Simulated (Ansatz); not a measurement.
# What each rung costs, and what it gives

Saddle point of BNH4Cl2O, singlet (BHCl₂O ([OH][B]([Cl])[Cl]) + NH₃ → BNH₂Cl₂ ([NH2][B]([Cl])[Cl]) + H₂O; bonds formed: O2–H5; dative contacts that become bonds: B1–N6; bonds broken: B1–O2, H5–N6), PBE0-D4/def2-TZVP structure:

```xyz
9
angstrom
B -0.3790 -0.4537 0.1410
O -0.9260 0.7915 -0.6591
Cl -0.8168 -1.9894 -0.6992
Cl -0.9301 -0.3241 1.8780
H 0.2131 0.9646 -0.5816
N 1.0807 0.0085 -0.0607
H -1.4748 1.3632 -0.1102
H 1.6004 0.1942 0.7855
H 1.6325 -0.5547 -0.6936
```

Barriers are electronic and count from the start structure reached by relaxing down the imaginary mode.

Ansatz 0.2.0; basis: as named in each row; cores frozen in the correlated methods. B3LYP uses VWN-RPA correlation. Extrapolation: Hartree–Fock as exp(−7.88 √X), correlation as X^−2.97.

Times are rough, for one single point on 4 threads of a shared host (Arm Neoverse V1).

The estimate by CCSD(T) at an estimated basis limit (MP2 extrapolated from triple and quadruple zeta, plus CCSD(T) − MP2 in triple zeta) is 140.3 kJ/mol.

```
      method       basis  time (s)  barrier (kJ/mol)  method less estimate
          HF      STO-3G   under 1             128.9                 -11.4
      PBE-D4      STO-3G   under 1              31.4                -108.8
       SPW92    def2-SVP   under 1              91.0                 -49.2
    B3LYP-D4       6-31G   under 1             139.7                  -0.6
      PBE-D4    def2-SVP   under 1             107.9                 -32.4
     PBE0-D4    def2-SVP         1             123.3                 -16.9
       SPW92  def2-TZVPP         1             102.3                 -38.0
      PBE-D4  def2-TZVPP         2             116.9                 -23.4
     BLYP-D4  def2-TZVPP         2             126.9                 -13.3
    B3LYP-D4  def2-TZVPP         3             136.1                  -4.2
    BHLYP-D4  def2-TZVPP         3             151.7                  11.4
     PBE0-D4  def2-TZVPP         3             129.8                 -10.5
CAM-B3LYP-D4  def2-TZVPP         3             136.3                  -4.0
     CCSD(T)    def2-SVP         4             136.5                  -3.7
   r2SCAN-D4  def2-TZVPP         4             129.9                 -10.4
     wB97M-V    def2-SVP         4             124.9                 -15.3
  RPA on PBE  def2-TZVPP         5             134.5                  -5.8
  r2SCAN0-D4  def2-TZVPP         5             137.8                  -2.4
      B2PLYP  def2-TZVPP         6             137.7                  -2.6
    PBE-QIDH  def2-TZVPP         6             137.5                  -2.7
     wB97X-V  def2-TZVPP         8             136.0                  -4.2
     wB97M-V  def2-TZVPP         8             134.4                  -5.9
      B97M-V  def2-TZVPP         9             140.6                   0.4
         MP2  def2-QZVPP        23             135.6                  -4.6
     CCSD(T)  def2-TZVPP       130             138.5                  -1.8
```

All methods are single points on the PBE0-D4 structures.

T1 diagnostic: at most 0.011.

Labels in which every atom is bracketed show which atoms are joined, not bond orders.
